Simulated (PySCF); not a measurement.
The vertical singlet excitations below were computed for one of the candidates. The calculation used PySCF 2.14.0, density-fitted response routines, TDDFT PBE0/def2-SVPD, vertical, gas phase, core orbitals frozen in the response. Geometries: GFN2-xTB, one conformer each.

```json
{"state": "S1", "E (eV)": "5.97", "f": "0.0033"}
{"state": "S2", "E (eV)": "6.67", "f": "0.0031"}
{"state": "S3", "E (eV)": "7.30", "f": "0.0017"}
{"state": "S4", "E (eV)": "7.48", "f": "0.026"}
{"state": "S5", "E (eV)": "7.83", "f": "0.035"}
{"state": "S6", "E (eV)": "7.84", "f": "0.032"}
{"state": "S7", "E (eV)": "7.91", "f": "0.025"}
{"state": "S8", "E (eV)": "8.16", "f": "0.0047"}
```

Orbital energies (eV): HOMO-3 -9.93, HOMO-2 -9.80, HOMO-1 -9.58, HOMO -7.67, LUMO -0.29, LUMO+1 0.34, LUMO+2 0.79.

Question: Which structure fits?
A. `O=C[C@@H](F)C[SiH2]F`
B. `N([SiH3])[SiH2]CC(F)(F)F`
C. `C#Cc1cnn(C)n1`
D. `FC(F)(F)CN[SiH2][SiH3]`

Answer: B. Its S1, at 5.97 eV, is the highest among the candidates; the nearest of the others has S1 at 5.70 eV. S1 is HOMO→LUMO (99%). Löwdin shares by element: HOMO nitrogen 55%, silicon 21%, hydrogen 6% or more (atoms not listed hold the other 19%); LUMO silicon 42%, nitrogen 10%, hydrogen 10% or more (atoms not listed hold the other 38%). At the same level the other candidates give, for their lowest levels:
- `O=C[C@@H](F)C[SiH2]F`: 4.26 eV (f 0.001); 6.50 eV (f 0.015); 6.89 eV (f 0.006); 7.17 eV (f 0.018); 7.41 eV (f 0.028); T1 3.63 eV; HOMO -8.18, LUMO -1.66 eV
- `FC(F)(F)CN[SiH2][SiH3]`: 5.70 eV (f 0.001); 6.44 eV (f 0.012); 6.80 eV (f 0.008); 7.05 eV (f 0.014); 7.20 eV (f 0.042); T1 5.39 eV; HOMO -7.45, LUMO -0.42 eV
- `C#Cc1cnn(C)n1`: 5.66 eV (f 0.303); 5.81 eV (f 0.000); 6.16 eV (f 0.000); 6.19 eV (f 0.000); 6.27 eV (f 0.028); T1 4.07 eV; HOMO -7.18, LUMO -0.75 eV

Conformer computed: `[F:1][C:2]([F:3])([F:4])[CH2:5][SiH2:6][NH:7][SiH3:8]`: F1–C2–C5–Si6 63°, C2–C5–Si6–N7 179°, C5–Si6–N7–Si8 -171°.
Triplets come from the Tamm–Dancoff approximation.
